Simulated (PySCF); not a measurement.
Atoms are numbered as in `[CH3:1][O:2][B:3](/[CH:4]=[CH:5]/[F:6])[O:7][CH3:8]`. Hydrogens are named by the atom that carries them.

[PySCF 2.14.0 with density-fitted response routines: GIAO KT2/pcSseg-1 shieldings; coordinates at the PBE0-D3(BJ)/def2-SVP level; fast rotation and ring inversion assumed for equivalent nuclei; single conformer; gas phase; non-relativistic]

Shifts are taken against calculated references (same method and geometry level): TMS for ¹³C (σref 183.22), ¹H (σref 31.18); ¹⁷O (σref 330.66) against H2O; ¹¹B (σref 99.90) vs BF3·OEt2; ¹⁹F (σref 138.57) against CFCl3.

```csv
atoms,nucleus,count,δ (ppm)
C5,¹³C,1,165.7
C4,¹³C,1,90.5
C1/C8,¹³C,2,?
H(C5),¹H,1,7.20
H(C4),¹H,1,4.92
B3,¹¹B,1,?
H(C1)/H(C8),¹H,6,?
O2/O7,¹⁷O,2,97.9
F6,¹⁹F,1,-91.7
```

Q: Fill in the missing shifts.

A: 
- C1/C8: 52.5 ppm, methyl carbon bonded to O; pulled downfield by the heteroatom
- H(C1)/H(C8): 3.67 ppm, hydrogen on a methyl carbon bonded to O; its carbon carries O, which withdraws density
- B3: 23.2 ppm, boron bonded to C, 2 O

A carbon bonded to boron is broadened by the quadrupolar boron nucleus and is often missing from a measured spectrum. Shifts are as computed. Against solution values, carbons near 30 ppm lie about +2 ppm off and those near 130 ppm about -5 ppm. Of 1313 compounds with measured shifts, 239 miss one by over three times the rms of a fit or turn the order of signals round; such compounds aren't used in these exercises. Unscaled 19F shifts against computed CFCl3 carry errors that often reach 10 to 50 ppm. Experimental scales use liquid or dissolved standards, which lie at an offset from isolated H2O (liquid H2O: subtract about 36 ppm).
